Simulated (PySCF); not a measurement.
C₄H₅F₂PSi.
Atom-mapped SMILES: `[F:1][c:2]1[cH:3][pH:4][c:5]([F:6])[c:7]1[SiH3:8]` (hydrogens: H9 on C3; H10 on P4; H11, H12, H13 on Si8)

Cartesian coordinates in Å at the PBE0-D3(BJ)/def2-SVP level; atoms count from 1:
```
atom  x, y, z in Å
F1    -0.151   -2.176   -0.627
C2     0.489   -1.032   -0.415
C3     1.821   -0.876   -0.575
P4     2.240    0.869   -0.398
C5     0.520    1.187    0.142
F6     0.141    2.390    0.531
C7    -0.303    0.120    0.001
Si8   -2.157    0.077    0.282
H9     2.499   -1.660   -0.911
H10    2.834    0.897    0.902
H11   -2.486   -0.922    1.341
H12   -2.607    1.431    0.707
H13   -2.852   -0.315   -0.980
```

Jobs on this species (13 atoms, 76 electrons) with PySCF (density fitting). Hardware of each: an Arm Neoverse V2 with one thread (shared host). Times come from a shared host and carry two figures at best. Peak memory is the resident size of the whole Python process, interpreter and libraries included.

Task: Rank these jobs by wall time, shortest first.
A. wB97X-D/def2-SVPD; 10 singlets by full TDDFT, 4 Tamm–Dancoff triplets, polarisability, ΔSCF ions; 214 basis functions
B. mPW1PW91/pcSseg-1; shieldings, ring-centre shieldings; 175 basis functions
C. wB97X-D/def2-SVPD, IEF-PCM chloroform; 6 singlets by full TDDFT, polarisability; 214 basis functions

Result: B (20 s), C (40 s), A (2.2 min).

All jobs:

```csv
level and settings,work,basis functions,SCF cycles,wall time,peak memory
PBE0/pcSseg-1,"shieldings, ring-centre shieldings, charges and field gradients",175,14,18 s,0.83 GiB
mPW1PW91/pcSseg-1,"shieldings, ring-centre shieldings",175,14,20 s,0.83 GiB
"PBE0/pcSseg-1, IEF-PCM dichloromethane","shieldings, ring-centre shieldings",175,14,21 s,0.93 GiB
"PBE0/pcSseg-1, IEF-PCM chloroform","shieldings, ring-centre shieldings, charges and field gradients",175,14,23 s,0.92 GiB
"BHandHLYP/aug-pcX-1 (pcseg-1 on H, def2-SVPD on P, def2-SVPD on Si)","K-edge TDA, 32 lines",271,13,31 s,1.0 GiB
"wB97X-D/def2-SVPD, IEF-PCM chloroform","6 singlets by full TDDFT, polarisability",214,15,40 s,1.0 GiB
"PBE0-D3(BJ)/def2-SVP, grid level 1",geometry optimisation from a GFN2-xTB start shaken at random,145,78,88 s,0.57 GiB
wB97X-D/def2-SVPD,"10 singlets by full TDDFT, 4 Tamm–Dancoff triplets, polarisability, ΔSCF ions",214,15,2.2 min,0.92 GiB
```

Task: What do all jobs in the table cost together?

Result: About 6.2 min; the longest takes about 35 % of that, and about 7.3 times as long as the shortest.
